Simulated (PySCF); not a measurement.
## Two-component Hartree-Fock for Pr⁵⁴⁺ (praseodymium, charge +54)

Start: [He] 2s2 2p1; 2p3/2 filled at m_j = +3/2. Calculated with PySCF 2.14 in an even-tempered Gaussian basis (17 s from 34 bohr⁻², ratio 2.4; 12 p from 45 bohr⁻², ratio 2.4; 5 d from 140 bohr⁻², ratio 2.6; 4 f from 220 bohr⁻², ratio 2.6): generalised Hartree-Fock with the X2C-1e Hamiltonian and a Gaussian nucleus; one run each with spin-orbit coupling (SO) screened by Boettger's factors, then bare. This is a chosen level, not necessarily the ground level.

```
spinor shell  electrons  ε, screened SO (eV)  ε, bare SO (eV)  weight of nominal j (bare SO)  rms radius, bare SO (bohr)
       1s1/2          2             -47613.6         -47613.8                          1.000                      0.0273
       2s1/2          2             -11414.0         -11414.0                          1.000                       0.106
       2p3/2          1             -10736.4         -10731.0                          1.000                      0.0950
```

```json
{"quantity": "E (hartree)", "screened SO": "-4878.22361", "bare SO": "-4878.02363"}
{"quantity": "M_J", "screened SO": "3/2", "bare SO": "3/2"}
{"quantity": "⟨J²⟩", "screened SO": "3.750", "bare SO": "3.750"}
{"quantity": "⟨L²⟩", "screened SO": "2.000", "bare SO": "2.000"}
{"quantity": "⟨S²⟩", "screened SO": "0.750", "bare SO": "0.750"}
```

Each row is a mean over spinors that exchange with the open shell spreads, by up to 49.890 eV (2s1/2).

Breit and QED terms are absent; they matter most for the inner s and p1/2 levels.

Densities and radii are taken from the X2C orbitals without a picture-change correction, which distorts them close to the nucleus.
